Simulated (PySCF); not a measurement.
SeClI, SMILES Cl[Se]I.

Coordinates come from a B3LYP-D3(BJ)/def2-TZVP optimisation. The def2 effective core potentials stand for the cores of I; spin–orbit coupling is left out.

Calculation: PySCF with TDDFT-PBE0/def2-SVPD.

Vertical excitations. Isolated molecule, no solvent. State labels are in the subgroup Cs.

Q: Estimate the UV-visible absorptions. (The exact figures need the calculation; the answer reports its results.)

A: 
| state | symmetry | energy (eV) | λ (nm) | f | main pairs |
|---|---|---|---|---|---|
| S1 | A" | 2.07 | 599 | 0.001 | HOMO→LUMO 100 % |
| S2 | A" | 2.66 | 466 | 0.000 | HOMO→LUMO+1 99 % |
| S3 | A' | 3.58 | 347 | 0.004 | HOMO−1→LUMO 97 % |
| S4 | A" | 3.89 | 319 | 0.000 | HOMO−2→LUMO 100 % |
| S5 | A' | 4.44 | 279 | 0.005 | HOMO−1→LUMO+1 83 %, HOMO−3→LUMO 14 % |
| S6 | A" | 4.62 | 269 | 0.001 | HOMO−2→LUMO+1 98 % |
| S7 | A' | 4.79 | 259 | 0.036 | HOMO−3→LUMO 51 %, HOMO−3→LUMO+1 42 % |
| S8 | A' | 5.55 | 223 | 0.165 | HOMO−3→LUMO+1 53 %, HOMO−3→LUMO 28 % |
| S9 | A" | 5.65 | 219 | 0.000 | HOMO−4→LUMO 94 % |
| S10 | A" | 6.17 | 201 | 0.001 | HOMO−4→LUMO+1 92 % |
| T1 | A" | 1.46 | 848 | 0 | HOMO→LUMO 98 % |
| T2 | A" | 2.02 | 613 | 0 | HOMO→LUMO+1 95 % |
| T3 | A' | 2.96 | 419 | 0 | HOMO−1→LUMO 97 % |
| T4 | A" | 3.39 | 366 | 0 | HOMO−2→LUMO 95 % |
Triplets are in the Tamm–Dancoff approximation, which puts them higher than full response would, so one can lie above its singlet here.
